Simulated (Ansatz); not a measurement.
A nudged elastic band was laid between two geometries of CH6Ge + H2S (11 atoms, charge 0, multiplicity 1).

Method: RKS PBE/def2-mTZVP in Ansatz.

| Property | Result |
| --- | --- |
| movable images | 9 |
| climbing image | yes |
| spring | 5.0 eV/Å² |
| optimiser | quadratic models (default) |
| start path | through a guess of the saddle point |
| force threshold | 0.05 eV/Å |
| iteration limit | 60 |
| end points | relaxed |

Initial state:

```xyz
11
Properties=species:S:1:pos:R:3
Ge 0.447 -0.251 -0.037
H 0.133 -0.256 1.485
H 1.984 -0.391 -0.207
H 0.020 1.128 -0.607
C -0.509 -1.711 -0.946
H -0.209 -2.685 -0.537
H -1.590 -1.586 -0.806
H -0.290 -1.704 -2.022
S -3.686 0.278 0.920
H -3.741 -0.641 1.926
H -2.616 0.906 1.485
```

Final state:

```xyz
11
Properties=species:S:1:pos:R:3
Ge -0.632 0.288 -0.706
H -0.432 -1.531 3.325
H 0.691 0.832 -0.112
H -0.904 0.951 -2.085
C -0.618 -1.674 -0.862
H -0.451 -2.129 0.123
H -1.577 -2.036 -1.257
H 0.182 -1.996 -1.543
S -2.190 0.983 0.775
H -3.250 0.480 0.077
H -0.877 -1.080 2.920
```

Which bonds break or form, and what moves?

Bonds broken: Ge1–H2, S9–H11. Bonds formed: Ge1–S9, H2–H11. CH6Ge + H2S becomes CH6GeS + H2.

What energy profile does the band end with?

It converged. The highest image is number 5 of 0 to 10, 191.2 kJ/mol above the first end and 222.1 kJ/mol above the last; the last end lies 30.9 kJ/mol below the first. The profile has 2 maxima (images 5, 8) with wells between them (image 7): this band takes more than one step, which may be the mechanism or a detour left from its start path. Neighbouring images differ by up to 2.0 eV, so the band resolves the path poorly. A vibrational analysis at the climbing image gives one clearly imaginary mode, 1253i cm⁻¹: a first-order saddle point. The orbitals stay closed-shell, which can raise the energy where a bond breaks towards radicals; this wasn't checked here.

```tsv
image	path coordinate (Å)	energy (kJ/mol)	Ge1–H2 (Å)	S9–H11 (Å)	Ge1–S9 (Å)
0	0.00	0.0	1.55	1.36	4.28
1	0.72	0.3	1.56	1.36	4.31
2	1.44	2.2	1.56	1.36	4.11
3	2.16	12.7	1.56	1.36	3.67
4	2.88	69.3	1.61	1.40	3.14
5	3.60	191.2	1.89	1.76	2.73
6	5.12	-2.6	2.92	2.46	2.29
7	6.64	-30.5	4.08	3.17	2.26
8	8.16	-27.9	4.36	3.29	2.27
9	9.68	-30.2	4.40	3.16	2.26
10	11.20	-30.9	4.43	3.25	2.26
```

What is the geometry of the highest image?


```xyz
11
Properties=species:S:1:pos:R:3
Ge -0.229 -0.154 -0.021
H -0.288 0.510 1.745
H 1.239 -0.507 0.418
H -0.252 1.214 -0.736
C -0.831 -1.732 -1.050
H -1.065 -2.562 -0.369
H -1.729 -1.487 -1.628
H -0.012 -2.052 -1.713
S -2.777 0.262 0.862
H -2.879 -0.949 1.486
H -1.235 0.544 1.661
```

Time of the run: 8.4 min on 2 threads of Arm Neoverse V1, on a shared host, peak memory 0.14 GiB.
